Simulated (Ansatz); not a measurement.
Program: Ansatz. Geometries: PBE0-D4/def2-TZVP. ΔE: electronic, gas phase. CCSD(T)/CBS adds triple-zeta CCSD(T) − MP2 to the extrapolated MP2 energy (def2 sets, frozen cores). DFT in def2-TZVPP. For Ge, Se outer-core shells are correlated without core-valence functions, which leaves a few kJ/mol of doubt a bond. Scalar relativity is left out up to krypton. One conformer a species, not always the lowest.

`[Cl][GeH2][SeH]` + `CC[SiH3]` → `CC[SiH2][SeH]` + `[Cl][GeH3]`  (formal exchange of groups at the Se–Ge bond)

| level | ΔE (kcal/mol) |
| --- | --- |
| PBE | -2.2 |
| PBE0 | -2.5 |

What does CCSD(T)/CBS give? (Estimate.)

Computed: -3.1 kcal/mol. The listed levels differ from it by 0.9, 0.6 kcal/mol.

Largest T1 diagnostic among the species: 0.010.

In def2-TZVPP, CCSD(T) changes the Hartree–Fock value by −1.1 kcal/mol (the triples alone add −0.1 kcal/mol) and MP2 by −1.3 kcal/mol.
